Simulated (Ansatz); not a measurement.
Ideal-gas functions of AlF₂H₃Si, SMILES `F[SiH](F)[AlH2]` at 500 K and 1 bar, from an Ansatz frequency run at PBE0-D4/def2-TZVP.

Molar mass 96.09 g/mol, point group Cs (symmetry number 1), electronic degeneracy 1, moments of inertia 77.414, 190.779, 238.699 u Å². Harmonic wavenumbers (cm⁻¹, unscaled): 33, 126, 178, 295, 379, 455, 549, 756, 813, 826, 866, 913, 1922, 1937, 2212.

Use S(trans) = R[1.5 ln M + 2.5 ln T − 1.1517]; rotational temperatures θ = 24.2544 K / I; S(rot) = R[ln(√π/σ · √(T³/θAθBθC)) + 1.5]; for each mode x = 1.438777 ν̃/T, S = R[x/(eˣ − 1) − ln(1 − e⁻ˣ)] and H = RT x/(eˣ − 1); 1 cm⁻¹ = 0.0119627 kJ/mol; R = 8.31446 J/(mol·K).

Task: By hand: the entropy, in J/(mol·K).

Result: Translation 176.5. Rotation: θ = 0.3133, 0.1271, 0.1016 K, giving 117.6. Vibration, mode by mode: 27.89, 16.80, 13.97, 9.92, 7.99, 6.64, 5.33, 3.32, 2.92, 2.83, 2.59, 2.33, 0.22, 0.21, 0.11, in all 103.1. Electronic 0.0. Sum 397.2 J/(mol·K).

Task: By hand: H − E and G − E in kJ/mol, counted from the electronic energy.

Result: Zero-point energy ½ × 12260 × 0.0119627 = 73.3; thermal vibration 24.5; translation, rotation and pV give 4 RT = 16.6. H − E = 114.4 kJ/mol, and G − E = 114.4 − 500 × 397.2/1000 = -84.2 kJ/mol.

Vibration gives 26 % of the entropy, 44.7 J/(mol·K) of it from the modes under 150 cm⁻¹: soft modes count most, and the harmonic formula is weakest for them.
